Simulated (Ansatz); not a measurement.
Consider the hydrogenolysis of the Sn–Cl bond: `[NH2][SnH]([OH])[Cl]` + H₂ → `[NH2][SnH2][OH]` + HCl.

Calculated with Ansatz (gas phase, PBE0-D4/def2-TZVP geometries, no zero-point term in ΔE). CBS: MP2 limit from def2 TZ/QZ plus the TZ coupled-cluster correction, frozen cores. This one scheme is used for every species. Functionals use def2-TZVPP. B3LYP here is the variant with VWN-RPA as its local correlation; programs differ in this. Elements past krypton have def2 core potentials. For Sn outer-core shells are correlated without core-valence functions, which leaves a few kJ/mol of doubt a bond. One conformer a species, not always the lowest.

```
               species  B3LYP-D4 energy (Eh)
`[NH2][SnH]([OH])[Cl]`            -807.12800
                    H₂              -1.18011
     `[NH2][SnH2][OH]`            -347.43606
                   HCl            -460.83661
```

(1) Work out ΔE.

(2) What do rigid-rotor, harmonic-oscillator terms from PBE0-D4/def2-TZVP frequencies (298.15 K, 1 bar) make of the CCSD(T)/CBS value? (Estimate.)

Largest T1 diagnostic among the species: 0.013.

Answers

(1) ΔE = (-347.43606) + (-460.83661) − (-807.12800) − (-1.18011) = 0.03544 Eh = +93.0 kJ/mol. CCSD(T)/CBS gives +93.3 kJ/mol.

(2) Computed: ΔZPE = +4.5 kJ/mol, ΔH = +95.2 kJ/mol, ΔS = 31 J/(mol·K), ΔG = +86.0 kJ/mol.

At CCSD(T), def2-SVP lies −11.7 kJ/mol from the extrapolated value and def2-TZVPP −8.9 kJ/mol. The D4 term adds +7.0 kJ/mol with B3LYP and +3.9 kJ/mol with PBE0; it sums over pairs of atoms, weighted by their polarisabilities, and B3LYP, whose exchange is more repulsive, gets the larger term. Leaving LDA and LC-ωPBE aside and taking each functional with its dispersion term where it has one, the values, not all of them listed here, spread over 10.4 kJ/mol, from CAM-B3LYP-D4 to r2SCAN-D4. LDA lies −6.4 kJ/mol from PBE without D4.
